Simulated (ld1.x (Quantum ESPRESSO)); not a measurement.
# boron (B): excitation energies, all-electron against RRKJ

ld1.x (Quantum ESPRESSO) 7.5 input, shortened:

```
&input
   title='B', zed=5., rel=0, dft='PBE', iswitch=3,
   config='[He] 2s2 2p1'
 /
 &inputp
   pseudotype=2, tm=.false., rho0=0.02, lloc=1,
   nlcc=.true., new_core_ps=.true., rcore=1.30
 /
2
2S  1  0   2.00   0.00  1.40  1.40  0.0
2P  2  1   1.00   0.00  2.65  2.65  0.0
 &test
   configts(1)='2s2 2p1'
 /
```

Energies are relative to the spin-unpolarised reference configuration 2s2 2p1; without spin polarisation the order of configurations can differ from experiment. The frozen-core shift is the all-electron ΔE with the core orbitals held at their reference shape minus the fully relaxed ΔE.

```csv
valence configuration,charge,ΔE all-electron (eV),error AE − PS (meV),frozen-core shift (meV)
2s2 2p0,+1,8.222,+41,+0.3
2s2 2p0.5,+0.5,2.888,+4.1,0.0
2s1 2p2,0,5.844,-9.5,+0.5
2s0 2p3,0,11.708,-39,+1.8
2s2 2p1.3,-0.3,-0.739,-0.2,0.0
```

(1) What are ΔE and the potential's error for 2s1 2p1?

(2) What are ΔE and the potential's error for 2s1 2p0?

Levels in the configuration 2s1 2p0:

```json
{"level": "2s", "all-electron (eV)": "-31.466", "pseudo (eV)": "-31.287"}
```

## Answers

(1) ΔE = 14.355 eV all-electron; the error (AE − PS) is -40 meV.

(2) ΔE = 33.637 eV all-electron; the error (AE − PS) is +153 meV.
